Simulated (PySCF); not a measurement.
6H-1,3-oxazine (C4H5NO), SMILES O1CC=CN=C1.

Geometry: B3LYP-D3(BJ)/def2-SVP. A frequency run showed that this geometry is not a minimum. The values are those of a single conformer.

Two levels are set side by side: TDA-PBE/def2-SVPD (PySCF) and TDA-LC-ωPBE/def2-SVPD (PySCF). Vertical, same geometry. The lowest singlet is HOMO−1→LUMO 99 % with PBE and HOMO→LUMO 95 % with the other functional; states are paired by order. Differences are taken from unrounded values.

```json
[
 {"quantity": "lowest singlet excitation (eV)", "TDA-LC-ωPBE": "5.22"},
 {"quantity": "lowest triplet excitation (TDA) (eV)", "TDA-LC-ωPBE": "3.03"},
 {"quantity": "first bright state (f over 0.05) (eV)", "TDA-LC-ωPBE": "5.22"},
 {"quantity": "its oscillator strength", "TDA-LC-ωPBE": "0.12"}
]
```

Q: What does TDA-PBE give, and how far is it from TDA-LC-ωPBE? (An estimate is asked for; the answer gives what the named calculation found.)

A: 
```
quantity                               TDA-PBE  TDA-PBE minus TDA-LC-ωPBE
-------------------------------------  -------  -------------------------
lowest singlet excitation (eV)            4.39                      -0.83
lowest triplet excitation (TDA) (eV)      2.89                      -0.13
first bright state (f over 0.05) (eV)     4.53                      -0.69
its oscillator strength                   0.09                      -0.03
```

A lower first singlet is the usual sign of a functional without exact exchange. Differences between two approximate levels are no errors against the true value.

Rough cost on one machine, each run with all the roots and properties that it gave: TDA-LC-ωPBE against TDA-PBE about 3 times.
